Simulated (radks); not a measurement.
Fractional charge and spin in the 3p shell of potassium: the spin-up occupation runs from 2 to 3 and the spin-down occupation from 2 to 3; the fullest corner is K, [Ne] 3s2 4s(up 0.5, down 0.5) 3p(up 3, down 3). All-electron calculation, non-relativistic Kohn-Sham, PBE, spin-polarised, spherical densities, point nucleus. Program: a radial shooting solver on a logarithmic mesh with Libxc functionals. Energy (eV) above the fullest corner. The planes named below are the two flat planes that join the four corners, with an edge along up + down = one added electron.

down \ up       2    2.25     2.5    2.75       3
2          63.440  52.446  42.331  33.077  24.665
2.25       52.446  42.410  33.231  24.888  17.361
2.5        42.331  33.231  24.963  17.505  10.835
2.75       33.077  24.888  17.505  10.904   5.058
3          24.665  17.361  10.835   5.058   0.000

Corners above the fullest one (they belong to K+ and the next ion): (up 3, down 2) 24.665 eV, (up 2, down 3) 24.665 eV, (up 2, down 2) 63.440 eV. With half an added electron in each spin the energy lies 0.297 eV from the planes, and with half an added electron in spin up alone -1.722 eV. The planes are only a guide here: the flat-plane condition holds for ground states with one frontier orbital, while this shell lies below other occupied shells, so the corners above the fullest one are inner-hole states and not the ground states of those ions.
